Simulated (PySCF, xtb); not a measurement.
AuCl, SMILES [Cl][Au], multiplicity 1.

Harmonic wavenumbers (cm⁻¹) from xtb 6.7.1 with GFN2-xTB at its own minimum, in rising order: 292.

Task: What does PBE-D3(BJ)/def2-TZVPD (PySCF) give at its own minimum? (The exact figures need the calculation; the answer reports its results.)

Result: 357. Paired by order, the mean absolute difference is 65 cm⁻¹ and the zero-point energies are 0.4 and 0.5 kcal/mol.
